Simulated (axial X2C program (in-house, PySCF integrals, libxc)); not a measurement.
## Potential curves of SbSe⁺, with spin–orbit coupling

Computed with an in-house relativistic program for diatomic molecules. Two-component (2c) means X2C with spin–orbit coupling and atomic mean-field two-electron Coulomb and Gaunt terms. Basis: Sb dyall-cv3z [11s12p8d4f1g], Se dyall-cv3z [8s9p6d4f1g] (cores contracted in-house); Gaussian nuclei, density fitting, unrestricted open shells. Masses: Sb 120.904 u, Se 79.917 u.

State: Ω = 0 (closed shell). Energies in eV from the lowest point of each curve. Fits are polynomials in 1 − R0/R over 0.85 to 1.23 times the lowest point R0.

| R (Å) | PBE0 |
| --- | --- |
| 2.0584 | 0.6787 |
| 2.1263 | 0.2642 |
| 2.1941 | 0.0540 |
| 2.2620 | 0.0000 |
| 2.3412 | 0.0848 |
| 2.4203 | 0.2844 |
| 2.5221 | 0.6537 |

Occupations by symmetry block were frozen at the best pattern of an incomplete PBE0 search. The closed shell is kept restricted, so the energy runs too high when the bond is stretched far.

Task: Fit the PBE0 curve near its minimum: give the equilibrium distance and the harmonic wavenumber.

Result: At PBE0, 2c: Re = 2.256 Å, ωe ≈ 385 cm⁻¹; Be follows as 0.0689 cm⁻¹.
